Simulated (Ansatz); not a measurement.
C2H2 (SMILES C#C), charge 0, multiplicity 1, relaxed at each level with Ansatz (an electronic-structure program); harmonic frequencies from differences of analytic forces, average atomic masses, frozen cores.

Question: Give the equilibrium geometry, the harmonic frequencies and the zero-point energy at B3LYP/def2-TZVPP.

Answer: 
(charge 0, multiplicity 1):
```xyz
4

C      0.000     0.000    -0.598
C      0.000     0.000     0.598
H      0.000     0.000    -1.660
H      0.000     0.000     1.660
```
Frequencies (cm⁻¹): 659, 659, 770, 770, 2071, 3419, 3518. Zero-point energy 16.96 kcal/mol.

Question: Give the equilibrium geometry, the harmonic frequencies and the zero-point energy at CCSD(T)/cc-pVTZ.

Answer: 
(charge 0, multiplicity 1):
```xyz
4

C      0.00000     0.00000    -0.60485
C      0.00000     0.00000     0.60485
H      0.00000     0.00000    -1.66854
H      0.00000     0.00000     1.66854
```
Frequencies (cm⁻¹): 577, 577, 746, 746, 2000, 3410, 3510. Zero-point energy 16.54 kcal/mol.
